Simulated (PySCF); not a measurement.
## MnCl at BHandHLYP

Computed with BHandHLYP; basis Mn x2c-TZVPPall, Cl x2c-TZVPPall; spin-free X2C with a Gaussian nucleus; PySCF 2.14.

* state: ⁷Σ⁺ (septet), unpaired electrons σ ↑↑, π ↑↑, δ ↑↑
* bond length: 225.9 pm
* harmonic wavenumber: 378 cm⁻¹
* force constant: 1.80 mdyn/Å
* rotational constant Be: 0.1546 cm⁻¹
* anharmonicity ωexe: 1.35 cm⁻¹
* vibration–rotation constant αe: 0.000798 cm⁻¹
* well depth De to Mn (3d5 4s2) + Cl: 3.19 eV
* dissociation energy D0: 3.17 eV
* bond order (Mayer): 0.90
* dipole moment (positive dipole means Mn(−)Cl(+)): -3.28 D

The metal atom is held in its measured ground configuration; semilocal functionals can put another filling of s and d lower by some tenths of an eV, and De to that atom would be smaller. With d or f electrons several states lie close, and the lowest PBE0 determinant need not be the measured ground state.
